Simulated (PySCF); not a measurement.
Isomers of C5H8Si. Computed with PBE0-D3(BJ)/def2-SVP geometry optimisation, gas phase (PySCF). Energies are electronic, without zero-point or thermal terms, for one conformer each. No frequencies were run at this level. Point groups hold within 0.08 Å.

**Question.** Order them by energy at this level, lowest first, and give relative energies in kcal/mol.
A. `C#C[C@]1(C)C[SiH2]1`
B. `[CH2:1]=[C:2]=[C:3]=[CH:4][CH2:5][SiH3:6]` with C3–C4–C5–Si6 102°

**Answer.** B (0.0), A (4.2).

As drawn, the lower has cumulated double bonds and a C=C bond outside aromatic rings, which the higher lacks; the higher has a three-membered ring and a C≡C bond, which the lower lacks.

| SMILES | E (Eh) | E rel (kcal/mol) | dipole (D) | point group | A, B, C (MHz) |
| --- | --- | --- | --- | --- | --- |
| C=C=C=CC[SiH3] | -484.14905 | 0.0 | 0.64 | C1 | 8738, 1033, 978.2 |
| C#C[C@]1(C)C[SiH2]1 | -484.14235 | 4.2 | 0.98 | C1 | 4160, 2322, 1872 |
